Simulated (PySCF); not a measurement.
Working out the ionisation energy of Mn

Mn [Ar] 3d5 4s2 (6S) → Mn⁺ [Ar] 3d5 4s1 (7S). Calculation: PySCF 2.14, in x2c-QZVPPall with one added diffuse shell each of s, p, d, f, g type (12s8p6d5f3g, 128 functions); scalar relativity by spin-free X2C-1e. Frozen: [Ne]. Energies in hartree (1 hartree = 27.21139 eV):

```json
{"part": "UHF", "Mn (lower)": "-1157.406416", "Mn⁺ (upper)": "-1157.185147"}
{"part": "MP2 opposite-spin", "Mn (lower)": "-0.295617", "Mn⁺ (upper)": "-0.257782"}
{"part": "MP2 same-spin", "Mn (lower)": "-0.170572", "Mn⁺ (upper)": "-0.166167"}
```

Question: What does Hartree-Fock give?

Answer: (-1157.185147) − (-1157.406416) = 0.221269 hartree = 6.021 eV.

Question: What do MP2 and SCS-MP2 (6/5 opposite-spin, 1/3 same-spin) give?

Answer: The opposite-spin parts differ by 1.030 eV and the same-spin parts by 0.120 eV. MP2: 6.021 + (1.030) + (0.120) = 7.171 eV. SCS-MP2: 6.021 + 1.2 × (1.030) + (0.120)/3 = 7.297 eV.

Measured between the centres of the two terms (NIST): 7.434 eV, so MP2 (valence and next inner shell) is off by -0.263 eV.

What remains against the reference includes basis incompleteness, the frozen core and correlation beyond second order.
